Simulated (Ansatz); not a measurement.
Au₂Cl⁺ (the lowest singlet isomer of a short search). The state is a singlet with charge 1. Geometry PBE-D4/def2-TZVP, basis def2-TZVP, Ansatz.

Cartesian coordinates in Å:
```
Au 1.0851 1.1183 -0.0696
Au -1.5544 -0.0033 0.1287
Cl 0.4693 -1.1150 -0.0591
```

```csv
run,HOMO (eV),LUMO (eV)
A,-15.82,-6.71
B,-14.70,-8.16
C,-12.86,-9.63
D,-13.22,-9.55
E,-13.41,-9.17
F,-12.24,-10.26
```

In the def2 sets Au takes a core potential; there is no spin–orbit coupling. LC-ωPBE has ω = 0.4 bohr⁻¹. B3LYP takes the VWN-RPA correlation. The structure comes from a short search, and lower isomers may exist.

Q: The runs used B3LYP, CAM-B3LYP, LC-ωPBE, PBE, PBE0, r2SCANh. Estimate which is which.

A: A LC-ωPBE (range-separated); B CAM-B3LYP (range-separated); C r2SCANh (10 % exact exchange); D B3LYP (20 % exact exchange); E PBE0 (25 % exact exchange); F PBE (0 % exact exchange). Exact exchange lowers occupied and raises empty levels; among semilocal functionals meta-GGAs tend to open the gap a little, and such runs are hard to tell apart. The gap grows from 1.98 eV (PBE) to 9.11 eV (LC-ωPBE).
